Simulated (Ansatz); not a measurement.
```yaml
crystal:
  periodic: [false, false, false]
  atoms:
    - {symbol: C, position_ang: [-0.681480, -2.210512, 0.414927]}
    - {symbol: O, position_ang: [-0.589664, -0.833576, 0.261189]}
    - {symbol: Si, position_ang: [0.638563, 0.148413, 0.085691]}
    - {symbol: F, position_ang: [1.682614, -0.484052, -1.048208]}
    - {symbol: F, position_ang: [1.376004, 0.025884, 1.394890]}
    - {symbol: Ge, position_ang: [0.162675, 2.348244, -0.565341]}
    - {symbol: H, position_ang: [-0.567464, -2.327606, 1.364215]}
    - {symbol: H, position_ang: [-0.255991, -2.710198, -0.375240]}
    - {symbol: H, position_ang: [-1.805108, -2.388565, 0.346086]}
    - {symbol: H, position_ang: [-0.530883, 2.387841, -1.668606]}
    - {symbol: H, position_ang: [1.499690, 3.185500, -0.452794]}
    - {symbol: H, position_ang: [-0.831032, 2.800621, 0.496329]}
basis:
  gaussian: {orbitals: def2-mTZVP, fitting: {mean_field: cc-pVTZ-jkfit}}
hamiltonian: {xc: {name: HF}}
correlation: {method: mp2, frozen_orbitals: {C: 9}}
```

```sh
$ ansatz run in.yaml --threads 4 --pin off --events-out ev --progress --plain --max-ram 11315MiB
```

Shortened log:

```
Functional definition: HF
Error: "frozen_orbitals" has no count for O
```

In this input frozen orbitals are typed for one element alone, and the program wants a count for each. The program refused the input.
